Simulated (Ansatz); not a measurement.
```yaml
crystal:
  periodic: [false, false, false]
  atoms:
    - {symbol: Tl, position_ang: [-2.036752, 0.164116, -0.100157]}
    - {symbol: Tl, position_ang: [1.128920, -0.103840, 1.770579]}
    - {symbol: Br, position_ang: [0.680063, 0.083099, -1.413800]}
basis:
  gaussian: {orbitals: def2-SVPD}
magnetization: {spin_polarized: true, initial_magnetization: 1}
hamiltonian: {xc: {name: r2SCAN50}, dispersion: d3bj}
```

```sh
$ ansatz run in.yaml --threads 4 --pin off --events-out ev --progress --plain --max-ram 3916MiB
```

Shortened log:

```
Warning: the engine holds no damping parameters fitted to this dispersion correction and functional, so the run takes those fitted to r2scan50 beside the three-body term, which d3bj leaves out (hamiltonian.dispersion, under Limitations)
Functional definition: r2SCAN50
1253 factors; integrals over basis functions are off by at most 1.4e-4 eV
mean field evaluation 1: about -79425.8911 eV, gradient 1.1e1 eV
mean field evaluation 2: about -79426.0661 eV, gradient 1.3e1 eV
mean field evaluation 4: about -79426.9567 eV, gradient 1.0e0 eV
mean field evaluation 8: about -79426.9911 eV, gradient 1.4e-1 eV
mean field evaluation 16: about -79426.9914 eV, gradient 8.9e-4 eV
mean field -79426.99144963 eV, -2918.8880982254 hartree, gradient 2.9e-5 eV, S^2 0.758351; 1 other end points of the search recorded, 0 dependent functions left out
reference -79426.99146407 eV, -2918.8880987562 hartree; 39, 38 occupied and 66, 67 virtual orbitals, 1253 factors
Total energy: -79427.04659663 eV, -2918.8901248405 hartree
```

Run time 14 s (4 threads of Intel Xeon on a shared host).

In the def2 sets Tl takes a core potential; there is no spin–orbit coupling.
